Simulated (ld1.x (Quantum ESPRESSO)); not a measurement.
**Before and after: TM potential for tin**

ld1.x (Quantum ESPRESSO) 7.5 input, shortened:

```
&input
   title='Sn', zed=50., rel=2, dft='PBE', iswitch=3,
   config='[Kr] 4d10 5s1 5p3', rel_dist='average'
 /
 &inputp
   pseudotype=2, tm=.true., lloc=-1, rcloc=2.35,
   nlcc=.false.
 /
2
5S  1  0   1.00   0.00  1.80  1.80  0.0
5P  2  1   3.00   0.00  2.75  2.75  0.0
 &test
   configts(1)='5s1 5p3'
 /
```

Open shells are filled in proportion to 2j + 1 (rel_dist='average').

Change: core [Kr], valence charge 14; reference 4d10 5s1.5 5p2.5; waves now 5p (bound): rc 2.15 bohr; 4d (bound): rc 1.05 bohr; 5s (bound): rc 2.15 bohr; local potential the s channel.

Cutoffs: the cutoffs (Ry, on a coarse ladder) from which the occupation-weighted sum of valence levels, in a spherical-Bessel basis at the reference potential, stays within 10 and 1 mRy of its value at 400 Ry; they do not see the model core or the augmentation charge, which bear on the density cutoff. Errors are all-electron minus pseudo energies relative to the spin-unpolarised reference configuration.

Q: What does the change do?

A: The potential gets harder (12 Ry and 30 Ry → 100 Ry and 140 Ry); neither file shows a bound ghost. The added semicore shells are compact, so their waves need more plane waves. Several settings change at once here, so the effects cannot be laid on one of them.

| quantity | base | changed |
| --- | --- | --- |
| cutoff, loose | 12 Ry | 100 Ry |
| cutoff, tight | 30 Ry | 140 Ry |
| bound ghosts | none | none |
| largest error over its own tests, meV | +41 | -320 |
